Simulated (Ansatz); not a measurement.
`[NH2][Sc]([O][SiH3])[O][SiH3]` and `[NH2][Y]([O][SiH3])[O][SiH3]` differ in one element.

Ansatz, PBE0-D4/def2-TZVP geometries, multiplicity 1. Each molecule was computed in one conformer, which needn't be the lowest.

Elements past krypton have def2 core potentials. Scalar relativity is left out up to krypton.

```csv
property,`[NH2][Sc]([O][SiH3])[O][SiH3]`
LUMO energy (PBE0/def2-TZVPP) / eV,-1.79
HOMO energy (ωB97M-V/def2-TZVPP) / eV,-9.75
LUMO energy (ωB97M-V/def2-TZVPP) / eV,-0.34
size of the dipole moment (ωB97M-V/def2-TZVPP) / D,1.59
size of the dipole moment (B3LYP/def2-TZVPP) / D,1.59
HOMO–LUMO gap (ωB97M-V/def2-TZVPP) / eV,9.41
```

Task: Give the same properties after the change, and the shifts. (Best estimate.)

Result: Ansatz gave: 
```
                                          property  `[NH2][Y]([O][SiH3])[O][SiH3]`  shift
                LUMO energy (PBE0/def2-TZVPP) / eV                           -1.83  -0.04
             HOMO energy (ωB97M-V/def2-TZVPP) / eV                           -9.44   0.31
             LUMO energy (ωB97M-V/def2-TZVPP) / eV                           -0.58  -0.24
size of the dipole moment (ωB97M-V/def2-TZVPP) / D                            1.75   0.16
  size of the dipole moment (B3LYP/def2-TZVPP) / D                            1.78   0.19
           HOMO–LUMO gap (ωB97M-V/def2-TZVPP) / eV                            8.87  -0.54
```

Dipoles are sizes alone; their direction can turn.

B3LYP here is the variant with VWN-RPA as its local correlation; programs differ in this.
